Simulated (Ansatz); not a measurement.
`CB(C)[SeH]` + `C=CF` → `C=C(F)[SeH]` + `CBC` at 298.15 K and 1 bar (formal exchange of groups at the Se–B bond).

Computed with Ansatz on PBE0-D4/def2-TZVP structures; ΔE is electronic, products minus reactants. CBS: MP2 limit from def2 TZ/QZ plus the TZ coupled-cluster correction, frozen cores. For Se outer-core shells are correlated without core-valence functions, which leaves a few kJ/mol of doubt a bond. Scalar relativity is left out up to krypton. Each species was taken in one conformer, which may not be the lowest.

| species | CCSD(T)/CBS energy (Eh) | H − E (kJ/mol) | S (J/(mol·K)) |
| --- | --- | --- | --- |
| `CB(C)[SeH]` | -2505.86300 | 245.1 | 342.3 |
| `C=CF` | -177.66469 | 127.2 | 252.2 |
| `C=C(F)[SeH]` | -2578.36253 | 126.2 | 306.1 |
| `CBC` | -105.11307 | 238.0 | 286.3 |

H − E and S are ideal-gas, rigid-rotor, harmonic terms from PBE0-D4/def2-TZVP, for one conformer and one mirror image of each species. 1 Eh = 2625.50 kJ/mol, R = 8.31446 J/(mol·K).

Task: By hand: ΔE, ΔH, ΔS and ΔG.

Result: ΔE = (-2578.36253) + (-105.11307) − (-2505.86300) − (-177.66469) = 0.05209 Eh = 136.8 kJ/mol. Δ(H − E) = 126.2 + 238.0 − 245.1 − 127.2 = -8.1, so ΔH = 128.7 kJ/mol. ΔS = 306.1 + 286.3 − 342.3 − 252.2 = -2.1 J/(mol·K). ΔG = 128.7 − 298.15 × (-2.1)/1000 = 129.3 kJ/mol.

Task: By hand: the equilibrium constant, and the temperature at which ΔG would vanish if ΔH and ΔS stayed fixed.

Result: log₁₀ K = −ΔG/(RT ln 10) = -22.7. ΔH and −TΔS have one sign here, so there is no such temperature. One of them is within its doubt of zero, so this could turn.

The number of gas molecules stays the same, so ΔS is small and ΔH decides. A doubt of 5 kJ/mol in ΔE shifts log₁₀ K by 0.9 here. Other conformers and mirror images would add mixing entropy, several J/(mol·K) or more a flexible species. These are equilibria of isolated gas molecules and say nothing of rates. Largest T1 diagnostic: 0.012 (customary marks: 0.02 for closed shells, 0.045 for open ones).
